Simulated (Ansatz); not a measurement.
Molecule: trifluoro(methoxy)silane, CH$_{3}$F$_{3}$OSi, charge 0, multiplicity 1. 
Coordinates optimised at B3LYP-D3(BJ)/def2-TZVP (Ansatz, a quantum-chemistry and plane-wave program):
SMILES: CO[Si](F)(F)F
```xyz
9

Si     0.3974     0.0167    -0.0324
F      0.7139    -1.2546     0.8502
F      0.6104     1.2762     0.8971
F      1.4373     0.0810    -1.2091
O     -1.0735    -0.0319    -0.6578
C     -2.3172    -0.0949     0.0416
H     -3.1087    -0.1210    -0.7042
H     -2.3700    -0.9969     0.6537
H     -2.4480     0.7846     0.6743
```
Charge 0, spin multiplicity 1.

Quantity: atomisation energy (electronic, to ground-state atoms), in eV. Valence correlation only, unless marked. Open shells are spin-unrestricted. Spin-orbit coupling is left out. No relativistic terms. The coupled-cluster limit lacks core correlation, which all-electron functionals hold. CBS marks a two-point X^-3 extrapolation of the correlation energy; Hartree-Fock from the larger set. The bracket is a focal-point correction in the basis named.

```tsv
level	program	atomisation energy (eV)	minus last row	rough core time
HF/aug-cc-pV(D+d)Z	Ansatz	28.86	-11.88	-
HF/aug-cc-pV(T+d)Z	Ansatz	30.04	-10.70	under 20 s
SVWN5/def2-TZVPD	Ansatz	46.40	5.66	under 20 s
PBE/def2-TZVPD	Ansatz	40.72	-0.02	under 20 s
PBE-D3(BJ)/def2-TZVPD	Ansatz + dftd3	40.87	0.13	under 20 s
revPBE/def2-TZVPD	Ansatz	39.07	-1.67	under 20 s
B97M-V/def2-TZVPD	Ansatz	40.34	-0.40	20 s
B3LYP-D3(BJ)/def2-TZVPD	Ansatz + dftd3	40.08	-0.66	under 20 s
B3LYP-D4/def2-TZVPD	Ansatz + dftd4	40.09	-0.65	under 20 s
PBE0/6-31G*	Ansatz	39.47	-1.27	under 20 s
PBE0-D3(BJ)/def2-TZVP	Ansatz + dftd3	39.97	-0.77	under 20 s
RI-MP2/cc-pV(T+d)Z	Ansatz	40.92	0.18	under 20 s
SCS-MP2/cc-pV(T+d)Z	Ansatz	40.25	-0.49	-
CCSD(T) with core electrons (1s frozen past Ne)/cc-pwCVTZ	Ansatz	39.70	-1.04	-
RI-MP2/CBS(cc-pV(T+d)Z,cc-pV(Q+d)Z)+[CCSD(T)-MP2]/cc-pV(T+d)Z	Ansatz	40.74	0.00	7 min
```

Core times are rough, on shared machines, summed over the molecules involved; a dash marks a level read off another run, or run on other hardware, by another program or under a memory cap.
